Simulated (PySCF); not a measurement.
**Dipole response of O (oxygen, neutral)**

[He] 2s2 2p4, high-spin 3P determinant. Calculation: PySCF 2.14, in aug-cc-pwCVTZ; the non-relativistic Hamiltonian (point nucleus). Coupled (time-dependent) response in atomic units; α is the mean over directions.

| method | mean α (bohr³) | α xx, yy, zz | C₆ (like pair) | S(−4) |
| --- | --- | --- | --- | --- |
| UHF | 4.609 | 4.418, 4.991, 4.418 | 13.57 | 9.101 |
| PBE | 5.449 | 5.044, 6.257, 5.044 | 16.74 | 14.98 |
| PBE0 | 5.127 | 4.810, 5.761, 4.810 | 15.54 | 12.34 |
| PBEsol | 5.502 | 5.080, 6.347, 5.080 | 16.99 | 15.23 |
| TPSSh | 5.191 | 4.851, 5.873, 4.851 | 15.90 | 12.61 |

S(−4) is the Cauchy moment in α(ω) = α(0) + S(−4) ω² + …

Reference α: 5.3 ± 0.2 bohr³ (recommended; Schwerdtfeger and Nagle, table of static dipole polarizabilities (2023 update)). Published C₆: 15.60 (Chu and Dalgarno (2004); Tang, Norbeck and Certain (1976)).

α(iu) at TPSSh:

```json
{"u (hartree)": "0", "α(iu) (bohr³)": "5.191"}
{"u (hartree)": "0.0500", "α(iu) (bohr³)": "5.160"}
{"u (hartree)": "0.100", "α(iu) (bohr³)": "5.070"}
{"u (hartree)": "0.200", "α(iu) (bohr³)": "4.758"}
{"u (hartree)": "0.300", "α(iu) (bohr³)": "4.353"}
{"u (hartree)": "0.500", "α(iu) (bohr³)": "3.525"}
{"u (hartree)": "0.750", "α(iu) (bohr³)": "2.672"}
{"u (hartree)": "1.00", "α(iu) (bohr³)": "2.048"}
{"u (hartree)": "1.50", "α(iu) (bohr³)": "1.283"}
{"u (hartree)": "2.00", "α(iu) (bohr³)": "0.8709"}
{"u (hartree)": "3.00", "α(iu) (bohr³)": "0.4743"}
{"u (hartree)": "5.00", "α(iu) (bohr³)": "0.2039"}
```

The components differ because the open shell of this determinant is not spherical; for a pure term their mean is the scalar polarisability.
